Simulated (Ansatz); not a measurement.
C₂H₈SiSn (`[SiH3][SnH]1[CH2][CH2]1`), relaxed with RKS PBE0-D4/def2-TZVP in the Gaussian-basis code of Ansatz from a PBE-D4/def2-SVP geometry. The force threshold is 0.005 eV/Å; the program also tests the step.

The species carries charge 0 and has multiplicity 1. Sn: def2 effective core potential.

Start:

```xyz
12

Si   -1.896   -0.679    0.057
Sn    0.345   -0.721    1.496
C     1.612    1.072    0.331
C     0.872    0.647   -0.761
H    -1.828   -1.139   -1.379
H    -2.905   -1.561    0.753
H    -2.476    0.717    0.048
H     1.129   -2.022    0.551
H     1.335    1.986    0.881
H     2.626    0.679    0.512
H    -0.041    1.181   -1.070
H     1.228   -0.159   -1.421
```

(1) How much energy does the relaxation release, and in how many steps? (Best estimate.)

(2) Which bonds change most? (An estimate is asked.)

(3) Give the relaxed structure. (An estimate is asked.)

Results:

(1) Computed: 5.38 kJ/mol, in 8 steps.

(2) The calculation gave: Si1–Sn2 from 2.663 to 2.632 Å; Sn2–H8 from 1.789 to 1.763 Å; C3–C4 from 1.386 to 1.364 Å; Si1–H6 from 1.511 to 1.492 Å.

(3) The calculation gave: 
```xyz
12

Si   -1.875   -0.674    0.052
Sn    0.330   -0.690    1.487
C     1.611    1.062    0.311
C     0.853    0.645   -0.745
H    -1.783   -1.106   -1.372
H    -2.861   -1.575    0.717
H    -2.471    0.696    0.052
H     1.109   -1.983    0.576
H     1.358    1.961    0.860
H     2.597    0.647    0.485
H    -0.044    1.181   -1.032
H     1.175   -0.162   -1.390
```
